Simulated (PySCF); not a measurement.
Structure with atom numbers: `[CH3:1]/[C:2](=[CH:3]\[SiH2:4][O:5][SiH3:6])[C:7]([CH3:8])([CH3:9])[CH3:10]`. Each H is labelled by its parent atom.

No relativistic terms, averaged over atoms made equivalent by symmetry, fast rotation or ring inversion, a single conformation, in vacuum. Structure optimised with PBE0-D3(BJ)/def2-SVP; shieldings: GIAO KT2/pcSseg-1; PySCF.

Shifts are taken against calculated references (same method and geometry level): ¹³C and ¹H and ²⁹Si vs TMS; ¹⁷O against H2O.

```tsv
atoms	nucleus	count	δ (ppm)
C7	¹³C	1	41.5
C1	¹³C	1	21.0
H(C1)	¹H	3	?
Si4	²⁹Si	1	-27.6
H(Si4)	¹H	2	5.60
O5	¹⁷O	1	?
Si6	²⁹Si	1	-36.2
C2	¹³C	1	?
H(Si6)	¹H	3	5.19
H(C8)/H(C9)/H(C10)	¹H	9	1.09
C3	¹³C	1	112.6
C8/C9/C10	¹³C	3	30.3
H(C3)	¹H	1	?
```

**Question.** Fill in the missing shifts.

**Answer.** 
- C2: 164.3 ppm, fully substituted alkene carbon; an sp2 carbon of a C=C bond
- H(C3): 5.29 ppm, hydrogen on an alkene CH; a vinylic proton, deshielded by the sp2 carbon and the C=C anisotropy
- H(C1): 1.83 ppm, hydrogen on an allylic methyl carbon; allylic position
- O5: 1.3 ppm, oxygen bonded to 2 Si

Shifts are as computed. Against solution values, carbons near 30 ppm lie about +2 ppm off and those near 130 ppm about -5 ppm. Of 1211 compounds with measured shifts, 218 miss one by over three times the rms of a fit or turn the order of signals round; such compounds aren't used in these exercises. Experimental scales use liquid or dissolved standards, which lie at an offset from isolated H2O (liquid H2O: subtract about 36 ppm).
